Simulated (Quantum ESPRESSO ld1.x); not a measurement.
These are the eigenvalues of the occupied orbitals of an atom or ion with whole-number occupations (eV). Calculated with ld1.x of Quantum ESPRESSO 7.5: scalar-relativistic Kohn-Sham, LDA (Slater exchange, Perdew-Zunger correlation), spin-polarised, spherical densities, point nucleus.

orbital  eigenvalue
1s up      -3893.32
1s down    -3886.58
2s up      -671.627
2s down    -661.306
2p up      -609.694
2p down    -597.559

Which element is it, and in what charge state? The configuration may be excited. Open shells, if any, are filled with parallel spins first.

Answer. Z = 19, potassium, charge +11: K11+ in [He] 2s2 2p4. The list shows which subshells hold electrons but not how many an open one holds; the 1s level, -143.08 hartree, gives Z - s = 16.9 by -(Z - s)^2/2, which with screening and relativity narrows Z to a few neighbours, and the depths of the outer levels then fix element, charge and occupations together.
